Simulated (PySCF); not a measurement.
# Stationary points of WO2Cl

All numbers come from PBE0/[W def2-TZVP with ECP60, O def2-TZVP, Cl def2-TZVP], scalar-relativistic core potentials, density fitting, no spin–orbit coupling, PySCF.

Relaxations began from a few typed shapes; open shells are unrestricted. The search is not exhaustive: other isomers or separated fragments can lie lower, and high-lying points may rest on an excited occupation.

Problem. Order these stationary points by electronic energy, lowest first, in kJ/mol from the lowest minimum.
A. doublet Cs: W–Cl 2.269 Å, W–O 1.699 Å (×2); Cl–W–O 119.7° (×2), O–W–O 110.5°
B. doublet C2v: W–Cl 2.279 Å, W–O 1.702 Å (×2); Cl–W–O 124.1° (×2), O–W–O 111.8°

Solution. A (0.0), B (2.4).

Problem. Which of them are minima?

Solution. By energy in kJ/mol, 0.0: minimum; 2.4: saddle point, 1 imaginary mode.

Formally W is in oxidation state +5, d1, with 1 unpaired electron. The Mulliken spin on W is 1.13. The polar-tensor charge on W, 1.80, is far below the formal one.

For the lowest minimum: with open d or f shells other occupations or spin states may lie lower. No spin–orbit coupling is included, which matters more the heavier the element.
